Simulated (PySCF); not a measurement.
## Electronic structure of Zn²⁺ (zinc, charge +2) at the UHF level

Configuration: [Ar] 3d10, closed-shell 1S. All numbers are calculated (PySCF 2.14, the non-relativistic Hamiltonian (point nucleus), in def2-SVP (5s3p2d1f, 31 functions)).

| Property | Result |
| --- | --- |
| Total energy | -1776.681259 hartree |
| One-electron energy | -2461.5986 hartree |
| Hartree (Coulomb) energy | 754.2454 hartree |
| Exchange energy | -69.3281 hartree |
| Kinetic energy | 1776.54507 hartree |
| ⟨S²⟩ | 0.0000 |
| ⟨L²⟩ | 0.000 |
| Sum of ⟨r⟩ | 16.05 bohr |
| Sum of ⟨r²⟩ | 14.69 bohr² |
| Density at the nucleus (Gaussians lack the cusp) | 17300 bohr⁻³ |
| Langevin diamagnetic susceptibility | -11.6 ×10⁻⁶ cm³/mol |
| Time after the integrals | 0.14 s of wall time on 1 thread of Neoverse-N1 (shared host) |

```
shell  electrons  mean orbital energy (eV)  rms radius, mean of both spins (bohr)
   1s          2                   -9633.5                                 0.0592
   2s          2                   -1226.8                                  0.248
   2p          6                   -1079.3                                  0.221
   3s          2                   -173.51                                  0.743
   3p          6                   -124.85                                  0.782
   3d         10                   -41.623                                  0.974
```
